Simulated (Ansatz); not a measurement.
Mulliken charges of CH5BN2O (`N=C(N)BO`) from PBE/def2-TZVPP in Ansatz (PBE0-D4/def2-TZVP geometry).

| atom | x (Å) | y (Å) | z (Å) | charge (e) |
| --- | --- | --- | --- | --- |
| N1 | -1.545 | -0.061 | -0.720 | -0.281 |
| C2 | -0.479 | -0.358 | -0.075 | 0.041 |
| N3 | -0.356 | -1.589 | 0.511 | -0.260 |
| B4 | 0.735 | 0.632 | 0.137 | 0.063 |
| O5 | 0.595 | 1.881 | -0.347 | -0.210 |
| H6 | -1.487 | 0.901 | -1.044 | 0.155 |
| H7 | -1.044 | -2.286 | 0.273 | 0.163 |
| H8 | 0.553 | -1.913 | 0.782 | 0.165 |
| H9 | 1.751 | 0.300 | 0.691 | -0.046 |
| H10 | 1.359 | 2.443 | -0.204 | 0.209 |

**Question.** By hand: the dipole of these point charges (1 e Å = 4.8032 D).

**Answer.** Σ q r = (0.322, 0.009, 0.085) e Å, of length 0.333 e Å = 1.60 D.

**Question.** How does the dipole of the full density compare? (Best estimate.)

**Answer.** Ansatz gave: (0.716, 0.075, 0.194) e Å, 3.58 D; the point charges give 0.45 times that, at 4° from its direction.

Point charges leave out the atoms' own dipoles, such as those of lone pairs, and Mulliken's split depends on the basis, so the two needn't agree.
